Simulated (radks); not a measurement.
Q: Species: Mo. Configuration: [Kr] 4d3 5s1 5p2 (not the ground configuration). Method: scalar-relativistic Kohn-Sham, PBE, spin-polarised, spherical densities, point nucleus; open shells are filled with parallel spins first (spin-orbit coupling, left out, can overturn this in heavy ions); computed with a radial shooting solver on a logarithmic mesh with Libxc functionals. Some entries of the table are withheld. Estimate them.

orbital  occ.  eigenvalue (eV)  <r> (bohr)  <r^2> (bohr^2)
1s up       1        -19830.90     0.03517        0.001669
1s down     1        -19830.86     0.03517        0.001669
2s up       1        -2808.473      0.1537         0.02785
2s down     1        -2808.086      0.1537         0.02785
2p up       3        -2511.533      0.1340         0.02193
2p down     3        -2511.227      0.1339         0.02192
3s up       1        -485.1805      0.4289          0.2107
3s down     1        -484.9398      0.4288          0.2107
3p up       3        -387.9067      0.4306          0.2158
3p down     3        -387.6362      0.4305          0.2157
3d up       5        -229.7388      0.4153          0.2075
3d down     5        -229.3452      0.4151          0.2072
4s up       1         -73.3369       1.101             (1)
4s down     1         -71.1478       1.095             (2)
4p up       3         -47.2143         (3)           1.705
4p down     3         -44.8070         (4)           1.683
4d up       3         -10.9233       1.719           3.551
4d down     0          -8.1134       1.691           3.419
5s up       1          -7.9010       3.085           10.78
5p up       2          -3.4804       3.952           17.94

A: 
(1) 4s up <r^2> (bohr^2): 1.372
(2) 4s down <r^2> (bohr^2): 1.357
(3) 4p up <r> (bohr): 1.221
(4) 4p down <r> (bohr): 1.213
